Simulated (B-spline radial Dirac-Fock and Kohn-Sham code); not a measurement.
**Levels of muonic ¹²³Cs**

Nucleus: ¹²³Cs, Fermi distribution (skin thickness 2.3 fm), rms radius 4.782 fm (measured, Angeli and Marinova 2013).

The computed values come from a radial finite-basis atomic code: the Dirac equation of a negative muon with reduced mass in the field of a spherical finite nucleus, with the Uehling potential to all orders; nuclear polarisation, deformation, hyperfine structure, self-energy, higher-order vacuum polarisation, relativistic recoil and electron screening are left out.

| level | binding (keV) | point nucleus, no QED (keV) | vacuum polarisation (keV) | ⟨r⟩ (fm) |
| --- | --- | --- | --- | --- |
| 1s1/2 | 6050 | 8875 | 41.065 | 9.7 |
| 2s1/2 | 1819 | 2243 | 9.339 | 32.5 |
| 2p1/2 | 2199 | 2243 | 13.238 | 22.3 |
| 2p3/2 | 2137 | 2147 | 12.258 | 23.2 |
| 3s1/2 | 855.2 | 986.0 | 3.274 | 69.3 |
| 3p1/2 | 970.6 | 986.0 | 4.181 | 56.5 |
| 3p3/2 | 953.4 | 957.6 | 3.951 | 57.6 |
| 3d3/2 | 961.0 | 957.6 | 3.501 | 47.7 |
| 3d5/2 | 952.3 | 948.9 | 3.386 | 48.4 |

Q: By how much does the finite nuclear size lower the 1s binding energy?

A: By 2866 keV, 32.30 % of the point-nucleus value (point value plus vacuum polarisation less the binding energy). The 1s orbit has ⟨r⟩ = 9.7 fm.
